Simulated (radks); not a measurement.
Values are calculated unless marked as measured or tabulated.
Task: These are the eigenvalues of the occupied orbitals of an atom or ion with whole-number occupations (Ry). Level of theory: Dirac Kohn-Sham, PBE, spin-unpolarised, spherical densities, point nucleus (a radial shooting solver on a logarithmic mesh with Libxc functionals).

orbital  eigenvalue
1s1/2     -4137.414
2s1/2     -848.4478
2p1/2     -817.9446
2p3/2     -758.3767
3s1/2     -314.5966
3p1/2     -302.5205
3p3/2     -288.1799
3d3/2     -269.7511
3d5/2     -266.4187

Which element is it, and in what charge state? The configuration may be excited. Open shells, if any, are shared by 2j + 1.

Result: Z = 66, dysprosium, charge +45: Dy45+ in [Ar] 3d3. The list shows which subshells hold electrons but not how many an open one holds; the 1s level, -2068.7 hartree, gives Z - s = 64.3 by -(Z - s)^2/2, which with screening and relativity narrows Z to a few neighbours, and the depths of the outer levels then fix element, charge and occupations together.
